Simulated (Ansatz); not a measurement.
**Question.** Name a neutral molecule of Cl, S, Ti and H with HOMO–LUMO gap (ωB97M-V/def2-TZVPP) between 9.00 and 9.30 eV and HOMO–LUMO gap (B3LYP/def2-TZVPP) between 4.15 and 4.45 eV (Ansatz, PBE0-D4/def2-TZVP geometry).

**Answer.** `[SH][Ti]([SH])([Cl])[Cl]` (9.02 eV, 4.29 eV); `[SH][Ti]([SH])([SH])[Cl]` (9.11 eV, 4.41 eV). Other molecules can fit too; these were computed, each in one conformer that needn't be the lowest.

B3LYP here is the variant with VWN-RPA as its local correlation; programs differ in this.
